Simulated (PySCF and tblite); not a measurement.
Values are calculated unless marked as measured or tabulated.
Stationary points of C4H6FNS2 at GFN2-xTB, in Å:

Structure A

```
 1 C     3.111   -0.631   -0.095
 2 S     1.438   -0.388   -0.738
 3 S     0.702    0.783    0.829
 4 C    -1.023    1.016    0.287
 5 F    -1.068    1.850   -0.790
 6 C    -1.712   -0.306   -0.043
 7 C    -3.140   -0.121   -0.149
 8 N    -4.268    0.037   -0.216
 9 H     3.063   -1.133    0.867
10 H     3.618   -1.255   -0.823
11 H     3.611    0.329   -0.006
12 H    -1.504    1.537    1.124
13 H    -1.503   -1.032    0.747
14 H    -1.325   -0.688   -0.993
```

Structure B

```
 1 C     2.449   -0.827   -0.307
 2 S     1.802    0.656   -1.157
 3 S     0.831    1.638    0.329
 4 C    -0.952    1.241    0.049
 5 F    -1.399    1.910   -1.049
 6 C    -1.190   -0.256   -0.115
 7 C    -2.604   -0.547   -0.134
 8 N    -3.724   -0.771   -0.137
 9 H     1.650   -1.529   -0.095
10 H     3.161   -1.270   -0.995
11 H     2.951   -0.523    0.606
12 H    -1.466    1.656    0.922
13 H    -0.731   -0.788    0.722
14 H    -0.745   -0.590   -1.058
```

Structure C

```
 1 C     2.720   -0.337   -0.533
 2 S     1.445   -1.344    0.293
 3 S     0.548    0.009    1.506
 4 C    -0.772    0.723    0.429
 5 F    -0.197    1.440   -0.580
 6 C    -1.675   -0.364   -0.142
 7 C    -2.808    0.217   -0.820
 8 N    -3.703    0.692   -1.347
 9 H     3.397    0.066    0.213
10 H     3.248   -1.011   -1.200
11 H     2.245    0.458   -1.099
12 H    -1.312    1.428    1.069
13 H    -2.030   -1.000    0.674
14 H    -1.106   -0.977   -0.849
```

Level: BP86/pcSseg-1 + D3(BJ) on GFN2-xTB stationary points, with GFN2-xTB thermal terms.

Q: Which structure is a saddle point, and along which motion?

A: A: one imaginary mode (52i cm⁻¹ at GFN2-xTB, mostly on C1, S2, H9), along the rotation about the S2–S3 bond (torsion C1–S2–S3–C4 from 88° to 259°, rising).

Q: Give their symmetry and energies above the lowest.

A: A C1, 9.2 kcal/mol; B C1, 2.0 kcal/mol; C C1, 0.0 kcal/mol.
